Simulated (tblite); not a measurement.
C2H9BrSi2.
Bonds: Si1–Si2, Si2–C3, C3–C4, C4–Br5. Hydrogens: H6, H7, H8 on Si1; H9, H10 on Si2; H11, H12 on C3; H13, H14 on C4.

Computed with GFN2-xTB (tblite), gas phase: L-BFGS steps from a force-field or distance-geometry start until the largest atomic force falls under 0.01 eV/Å.

Step 28: E = -446.1141 eV
```
atom  x, y, z in Å  |  force x, y, z in eV/Å
Si1     1.9416    0.5566    0.7331   -0.012   0.013   0.018
Si2     0.7347   -0.7794   -0.7295    0.061   0.054   0.011
C3     -1.1576   -0.4369   -0.8220    0.017   0.009   0.010
C4     -1.7120    0.4649    0.2565   -0.009  -0.012   0.038
Br5    -1.4214   -0.2851    2.0399   -0.006  -0.023   0.013
H6      3.3324    0.6880    0.2823   -0.066  -0.003  -0.007
H7      1.9743    0.0197    2.0948    0.000   0.032  -0.042
H8      1.4010    1.9240    0.8109    0.016  -0.041   0.008
H9      0.8653   -2.2086   -0.4260   -0.008  -0.032   0.024
H10     1.1604   -0.6134   -2.1265    0.048  -0.024  -0.036
H11    -1.6913   -1.3886   -0.7895   -0.025   0.017  -0.024
H12    -1.4001    0.0244   -1.7817   -0.016   0.006   0.002
H13    -2.7919    0.5881    0.1651   -0.018   0.030   0.019
H14    -1.2362    1.4455    0.2706    0.018  -0.027  -0.036
```

Step 29: E = -446.1151 eV
```
atom  x, y, z in Å  |  force x, y, z in eV/Å
Si1     1.9408    0.5573    0.7308   -0.046  -0.008  -0.001
Si2     0.7348   -0.7849   -0.7297    0.079   0.085   0.016
C3     -1.1559   -0.4342   -0.8223    0.021   0.003   0.007
C4     -1.7086    0.4646    0.2593   -0.010   0.002   0.025
Br5    -1.4282   -0.2942    2.0369    0.002  -0.044   0.054
H6      3.3288    0.7002    0.2793   -0.046  -0.006  -0.010
H7      1.9739    0.0217    2.0923    0.005   0.030  -0.034
H8      1.3883    1.9191    0.8051    0.015  -0.021   0.014
H9      0.8643   -2.2121   -0.4204   -0.013  -0.043   0.026
H10     1.1627   -0.6240   -2.1270    0.043  -0.025  -0.029
H11    -1.6915   -1.3849   -0.7917   -0.034   0.018  -0.041
H12    -1.3969    0.0335   -1.7794   -0.014  -0.012  -0.001
H13    -2.7871    0.5960    0.1647   -0.022   0.027   0.015
H14    -1.2261    1.4413    0.2800    0.020  -0.005  -0.041
```

Step 30: E = -446.1162 eV
```
atom  x, y, z in Å  |  force x, y, z in eV/Å
Si1     1.9388    0.5580    0.7272   -0.071  -0.026  -0.024
Si2     0.7363   -0.7912   -0.7295    0.075   0.081   0.009
C3     -1.1532   -0.4304   -0.8222    0.020  -0.005   0.001
C4     -1.7038    0.4644    0.2637   -0.008   0.016   0.001
Br5    -1.4378   -0.3082    2.0341    0.008  -0.060   0.089
H6      3.3230    0.7174    0.2755   -0.018  -0.009  -0.017
H7      1.9737    0.0249    2.0881    0.010   0.020  -0.008
H8      1.3708    1.9118    0.7971    0.009   0.015   0.022
H9      0.8625   -2.2176   -0.4125   -0.020  -0.032   0.024
H10     1.1660   -0.6394   -2.1279    0.035  -0.026  -0.016
H11    -1.6924   -1.3791   -0.7958   -0.037   0.019  -0.057
H12    -1.3922    0.0455   -1.7761   -0.007  -0.029  -0.001
H13    -2.7807    0.6077    0.1641   -0.016   0.021   0.014
H14    -1.2117    1.4356    0.2922    0.019   0.016  -0.037
```

Step 31: E = -446.1175 eV
```
atom  x, y, z in Å  |  force x, y, z in eV/Å
Si1     1.9351    0.5584    0.7223   -0.070  -0.025  -0.037
Si2     0.7390   -0.7975   -0.7292    0.045   0.038  -0.010
C3     -1.1496   -0.4261   -0.8219    0.011  -0.012  -0.005
C4     -1.6982    0.4644    0.2689    0.000   0.023  -0.020
Br5    -1.4489   -0.3259    2.0326    0.009  -0.060   0.097
H6      3.3157    0.7375    0.2712    0.006  -0.014  -0.023
H7      1.9738    0.0294    2.0827    0.014   0.007   0.023
H8      1.3508    1.9032    0.7883   -0.002   0.056   0.030
H9      0.8599   -2.2240   -0.4030   -0.025  -0.002   0.018
H10     1.1702   -0.6579   -2.1292    0.027  -0.025  -0.002
H11    -1.6942   -1.3720   -0.8018   -0.031   0.019  -0.066
H12    -1.3864    0.0587   -1.7722    0.003  -0.041  -0.002
H13    -2.7731    0.6216    0.1637    0.000   0.009   0.019
H14    -1.1948    1.4294    0.3055    0.014   0.027  -0.022
```

Q: Estimate the geometry and energy of step 32. (The exact step hangs on the optimiser's Hessian estimate; all steps are aligned on step 31, rigid shifts and turns removed.)

A: E = -446.1185 eV, largest force 0.086 eV/Å
```
atom  x, y, z in Å  |  force x, y, z in eV/Å
Si1     1.9307    0.5582    0.7177   -0.042  -0.002  -0.026
Si2     0.7417   -0.8016   -0.7293    0.001  -0.019  -0.029
C3     -1.1466   -0.4227   -0.8216   -0.001  -0.013  -0.009
C4     -1.6937    0.4647    0.2731    0.011   0.015  -0.023
Br5    -1.4575   -0.3410    2.0331    0.007  -0.042   0.072
H6      3.3090    0.7529    0.2671    0.013  -0.019  -0.025
H7      1.9741    0.0335    2.0785    0.015  -0.003   0.039
H8      1.3354    1.8971    0.7822   -0.009   0.079   0.034
H9      0.8574   -2.2284   -0.3950   -0.028   0.026   0.011
H10     1.1749   -0.6732   -2.1300    0.021  -0.022   0.005
H11    -1.6960   -1.3660   -0.8081   -0.023   0.015  -0.064
H12    -1.3820    0.0685   -1.7689    0.014  -0.039  -0.009
H13    -2.7669    0.6330    0.1640    0.014  -0.003   0.024
H14    -1.1811    1.4247    0.3151    0.007   0.027  -0.001
```

The energy changes by -0.0010 eV. The first-order estimate −F·Δx gives -0.0014 eV and the mean of the old and new forces, exact on a quadratic surface, -0.0010 eV. The step makes an angle of 81° with the force vector and moves no atom by more than 0.018 Å.

What follows is the cost of the whole relaxation. Time: 1.0 s wall. Hardware: one thread of an Arm Neoverse V1, shared host with 32 logical CPUs at a one-minute load of 7.1.
